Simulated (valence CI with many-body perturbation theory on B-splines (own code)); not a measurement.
# Level structure of Nd XXIX

Calculated by relativistic CI+MBPT: four valence electrons over a frozen Dirac-Fock core [Ar] 3d10, a basis of 11 s, 11 p, 10 d, 8 f, 5 g, 2 h functions for each j, with the one-electron correlation potential Σ1, the two-electron term Σ2, the three-electron term Σ3, Breit, model QED; selected CI, second order for the rest, scaled by the run's own slope (own B-spline code, finite nucleus).

No measured spectrum was set against this ion. As an estimate, large intervals hold to a few tenths of a per cent, small ones and those within an open d or f shell to about a per cent. Among the levels kept, up to 340 cm⁻¹ of a level comes from second order outside the variational space, and about a tenth of that is noise between levels of different J, which matters for small intervals.

Levels 91 to 135 of 181, with energies above the lowest level, (4s^2 4p1/2^2) J=0. "Leading %" is the weight of the configuration and term that name the level; weights of strongly mixed levels are sums over their largest components and can fall short. In the jj column 3d3/2^4 stands for four electrons in 3d with j = 3/2. Lifetimes count E1, E2, E3, M1 and M2 decay at the calculated energies, and are blank where another channel may lead or the interval is too uncertain; long ones can be off by a factor of two.

| No. | Configuration | Term | J | E (cm⁻¹) | Leading % | g | Leading jj | Lifetime |
| --- | --- | --- | --- | --- | --- | --- | --- | --- |
| 91 | 4s2.4d2 | 3P | 0 | 2311700 | 24 |  | 4s^2 4d3/2^2 (44 %) | 1.37 ps |
| 92 | 4s.4p2.4d | 1P | 1 | 2314300 | 35 | 1.248 | 4s 4p3/2^2 4d5/2 (58 %) | 1.61 ps |
| 93 | 4s2.4d2 | 3F | 3 | 2328500 | 63 | 1.110 | 4s^2 4d3/2 4d5/2 (63 %) | 1.94 ps |
| 94 | 4s2.4d2 | 1G | 4 | 2336100 | 42 | 1.038 | 4s^2 4d3/2 4d5/2 (28 %) | 4.96 ps |
| 95 | 4s.4p2.4d | 1D | 2 | 2340000 | 45 | 1.095 | 4s 4p3/2^2 4d5/2 (50 %) | 1.62 ps |
| 96 | 4s2.4d2 | 3F | 4 | 2353800 | 56 | 1.209 | 4s^2 4d5/2^2 (41 %) | 2.61 ps |
| 97 | 4s2.4d2 | 1D | 2 | 2362000 | 32 | 1.124 | 4s^2 4d3/2 4d5/2 (40 %) | 1.49 ps |
| 98 | 4s2.4d2 | 3P | 0 | 2363700 | 52 |  | 4s^2 4d3/2^2 (37 %) | 1.26 ps |
| 99 | 4s2.4d2 | 3P | 1 | 2378600 | 77 | 1.467 | 4s^2 4d3/2 4d5/2 (77 %) | 1.47 ps |
| 100 | 4s2.4p.4f | 3G | 5 | 2397500 | 95 | 1.199 | 4s^2 4p3/2 4f7/2 (95 %) | 3.67 ps |
| 101 | 4p3.4d | 3F° | 2 | 2397800 | 36 | 0.989 | 4p1/2^2 4p3/2 4d3/2 (86 %) | 11.7 ps |
| 102 | 4p3.4d | 3F° | 3 | 2412700 | 26 | 1.136 | 4p1/2^2 4p3/2 4d3/2 (81 %) | 10.9 ps |
| 103 | 4s2.4d2 | 3P | 2 | 2416800 | 53 | 1.312 | 4s^2 4d5/2^2 (59 %) | 1.70 ps |
| 104 | 4p3.4d | 3P° | 0 | 2417400 | 47 |  | 4p1/2^2 4p3/2 4d3/2 (90 %) | 9.20 ps |
| 105 | 4s2.4p.4f | 1F | 3 | 2421800 | 36 | 0.985 | 4s^2 4p3/2 4f5/2 (56 %) | 1.62 ps |
| 106 | 4p3.4d | 5D° | 1 | 2429800 | 36 | 1.215 | 4p1/2^2 4p3/2 4d3/2 (88 %) | 6.52 ps |
| 107 | 4s2.4p.4f | 3F | 4 | 2433200 | 37 | 1.194 | 4s^2 4p3/2 4f5/2 (30 %) | 1.61 ps |
| 108 | 4s2.4p.4f | 3D | 1 | 2440700 | 82 | 0.507 | 4s^2 4p3/2 4f5/2 (82 %) | 2.22 ps |
| 109 | 4s2.4p.4f | 3D | 2 | 2444300 | 55 | 1.022 | 4s^2 4p3/2 4f5/2 (52 %) | 1.92 ps |
| 110 | 4s2.4p.4f | 3D | 3 | 2448400 | 30 | 1.171 | 4s^2 4p3/2 4f7/2 (55 %) | 1.75 ps |
| 111 | 4p3.4d | 3F° | 4 | 2459600 | 39 | 1.276 | 4p1/2^2 4p3/2 4d5/2 (90 %) | 10.5 ps |
| 112 | 4p3.4d | 3D° | 2 | 2480500 | 36 | 1.301 | 4p1/2^2 4p3/2 4d5/2 (80 %) | 6.09 ps |
| 113 | 4s2.4d2 | 1S | 0 | 2488300 | 73 |  | 4s^2 4d5/2^2 (74 %) | 1.68 ps |
| 114 | 4p3.4d | 3F° | 3 | 2501200 | 21 | 1.127 | 4p1/2^2 4p3/2 4d5/2 (65 %) | 6.31 ps |
| 115 | 4s2.4p.4f | 1D | 2 | 2508800 | 48 | 0.964 | 4s^2 4p3/2 4f7/2 (51 %) | 1.79 ps |
| 116 | 4s2.4p.4f | 1G | 4 | 2513400 | 47 | 1.027 | 4s^2 4p3/2 4f5/2 (27 %) | 1.43 ps |
| 117 | 4p3.4d | 3D° | 1 | 2556900 | 48 | 0.941 | 4p1/2^2 4p3/2 4d5/2 (79 %) | 5.19 ps |
| 118 | 4s.4p.4d2 | 5G° | 2 | 2576400 | 18 | 0.741 | 4s 4p1/2 4d3/2^2 (35 %) | 25.6 ps |
| 119 | 4p3.4d | 3F° | 3 | 2588500 | 14 | 1.085 | 4p1/2 4p3/2^2 4d3/2 (44 %) | 25.5 ps |
| 120 | 4p3.4d | 5D° | 0 | 2599800 | 42 |  | 4p1/2 4p3/2^2 4d3/2 (72 %) | 7.89 ps |
| 121 | 4p3.4d | 3D° | 1 | 2601400 | 54 | 0.831 | 4p1/2 4p3/2^2 4d3/2 (79 %) | 7.73 ps |
| 122 | 4p3.4d | 3F° | 2 | 2607900 | 19 | 0.785 | 4p1/2 4p3/2^2 4d3/2 (51 %) | 8.62 ps |
| 123 | 4p3.4d | 3G° | 4 | 2614600 | 32 | 1.167 | 4p1/2 4p3/2^2 4d3/2 (36 %) | 18.8 ps |
| 124 | 4s.4p2.4f | 5G° | 3 | 2626100 | 24 | 1.070 | 4p1/2 4p3/2^2 4d3/2 (29 %) | 7.18 ps |
| 125 | 4p3.4d | 1G° | 4 | 2629500 | 23 | 1.188 | 4p1/2 4p3/2^2 4d3/2 (41 %) | 12.6 ps |
| 126 | 4p3.4d | 3D° | 3 | 2643400 | 35 | 1.328 | 4p1/2 4p3/2^2 4d5/2 (81 %) | 8.50 ps |
| 127 | 4p3.4d | 3F° | 4 | 2658200 | 42 | 1.225 | 4p1/2 4p3/2^2 4d5/2 (58 %) | 11.2 ps |
| 128 | 4s.4p.4d2 | 5G° | 2 | 2663500 | 48 | 0.534 | 4s 4p1/2 4d3/2^2 (38 %) | 3.18 ps |
| 129 | 4p3.4d | 3G° | 5 | 2667300 | 69 | 1.190 | 4p1/2 4p3/2^2 4d5/2 (69 %) | 19.7 ps |
| 130 | 4p3.4d | 5D° | 4 | 2668500 | 33 | 1.217 | 4p1/2 4p3/2^2 4d5/2 (76 %) | 6.54 ps |
| 131 | 4s.4p.4d2 | 5G° | 3 | 2669800 | 46 | 1.015 | 4s 4p1/2 4d3/2^2 (33 %) | 4.85 ps |
| 132 | 4p3.4d | 3F° | 2 | 2678700 | 42 | 0.899 | 4p1/2 4p3/2^2 4d3/2 (73 %) | 4.86 ps |
| 133 | 4p3.4d | 1P° | 1 | 2688100 | 31 | 1.255 | 4p1/2 4p3/2^2 4d3/2 (42 %) | 2.77 ps |
| 134 | 4s.4p2.4f | 3G° | 3 | 2692000 | 22 | 1.026 | 4s 4p1/2^2 4f7/2 (35 %) | 4.86 ps |
| 135 | 4p3.4d | 3P° | 2 | 2702800 | 34 | 1.239 | 4p1/2 4p3/2^2 4d3/2 (59 %) | 2.12 ps |
